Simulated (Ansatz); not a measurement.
Ideal-gas functions of `[F][In@-]1([Cl])[Cl+][In@-]([F])([Cl])[Cl+]1` at 500 K and 1 bar, from an Ansatz frequency run at PBE0-D4/def2-TZVP.

Molar mass 409.44 g/mol, point group C2h (symmetry number 2), electronic degeneracy 1, moments of inertia 555.539, 1865.114, 1989.748 u Å². Harmonic wavenumbers (cm⁻¹, unscaled): 17, 48, 62, 75, 82, 95, 98, 110, 123, 132, 221, 261, 275, 289, 386, 391, 619, 619.

Use S(trans) = R[1.5 ln M + 2.5 ln T − 1.1517]; rotational temperatures θ = 24.2544 K / I; S(rot) = R[ln(√π/σ · √(T³/θAθBθC)) + 1.5]; for each mode x = 1.438777 ν̃/T, S = R[x/(eˣ − 1) − ln(1 − e⁻ˣ)] and H = RT x/(eˣ − 1); 1 cm⁻¹ = 0.0119627 kJ/mol; R = 8.31446 J/(mol·K).

Q: By hand: the entropy, in J/(mol·K).

A: Translation 194.6. Rotation: θ = 0.0437, 0.013, 0.0122 K, giving 138.4. Vibration, mode by mode: 33.41, 24.78, 22.66, 21.08, 20.34, 19.12, 18.87, 17.91, 16.99, 16.41, 12.22, 10.89, 10.47, 10.08, 7.86, 7.76, 4.53, 4.53, in all 279.9. Electronic 0.0. Sum 612.9 J/(mol·K).

Q: By hand: H − E and G − E in kJ/mol, counted from the electronic energy.

A: Zero-point energy ½ × 3903 × 0.0119627 = 23.3; thermal vibration 55.4; translation, rotation and pV give 4 RT = 16.6. H − E = 95.3 kJ/mol, and G − E = 95.3 − 500 × 612.9/1000 = -211.1 kJ/mol.

Vibration gives 46 % of the entropy, 211.6 J/(mol·K) of it from the modes under 150 cm⁻¹: soft modes count most, and the harmonic formula is weakest for them.
